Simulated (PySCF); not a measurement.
CH7PSSi.
Atom-mapped SMILES: `[CH3:1][S:2][SiH2:3][PH2:4]` (hydrogens: H5, H6, H7 on C1; H8, H9 on Si3; H10, H11 on P4)

Cartesian coordinates in Å at the PBE0-D3(BJ)/def2-SVP level; atoms count from 1:
```xyz
11
CH7PSSi angstrom
C     -2.394    0.042    0.040
S     -0.925    0.795    0.812
Si     0.623   -0.237   -0.245
P      2.563    0.612    0.550
H     -2.418    0.228   -1.043
H     -2.440   -1.039    0.235
H     -3.269    0.520    0.500
H      0.595   -1.706    0.039
H      0.448   -0.057   -1.722
H      3.328   -0.010   -0.485
H      2.414    1.834   -0.175
```

All values: CAM-B3LYP/def2-SVPD (PySCF, non-relativistic), on one gas-phase PBE0-D3(BJ)/def2-SVP geometry that isn't relaxed in the solvent. The solvent is an IEF-PCM continuum (Bondi radii, 1.10 Å for H, scaled by 1.2), and excitations are vertical TDDFT with non-equilibrium linear response and a frozen core. The model holds no explicit solvent molecules, cavitation or dispersion.

```json
{"run": "gas", "E − E(gas) (kJ/mol)": "0.00", "HOMO (eV)": "-8.28", "HOMO–LUMO gap (eV)": "8.98", "dipole (D)": "1.86", "lowest singlet (eV)": "5.52", "static polarisability (au)": "91.0"}
{"run": "P", "E − E(gas) (kJ/mol)": "-11.32", "HOMO (eV)": "-8.29", "HOMO–LUMO gap (eV)": "9.14", "dipole (D)": "2.58", "lowest singlet (eV)": "5.63", "static polarisability (au)": "123.4"}
{"run": "Q", "E − E(gas) (kJ/mol)": "-9.34", "HOMO (eV)": "-8.28", "HOMO–LUMO gap (eV)": "9.12", "dipole (D)": "2.43", "lowest singlet (eV)": "5.61", "static polarisability (au)": "116.9"}
```

Task: The runs were made in chloroform and dichloromethane. Which run belongs to which solvent?

Result: P = dichloromethane, Q = chloroform. The dielectric constants are 4.711 (chloroform), 8.93 (dichloromethane), and the energy falls further as ε rises. The optical constants n² used for the excitations are 2.09, 2.03 in the same order. In this model the ground state sees the solvent through ε alone.

Task: How constant is the ratio of the lowering to (ε − 1)/(2ε + 1)?

Result: 
```tsv
solvent	(ε − 1)/(2ε + 1)	E − E(gas) (kJ/mol)	ratio (kJ/mol)	polarisation term (kJ/mol)
chloroform	0.356	-9.34	-26.2	-10.71
dichloromethane	0.420	-11.32	-26.9	-13.40
```

The ratio changes by +2.6 % in size from chloroform to dichloromethane. The polarisation term is half the interaction of the solute with the induced surface charges.

Cost: about 30 s of CPU time on one thread; the machine was shared, so the figure is rough. This is the whole response run at CAM-B3LYP/def2-SVPD in dichloromethane, SCF included.
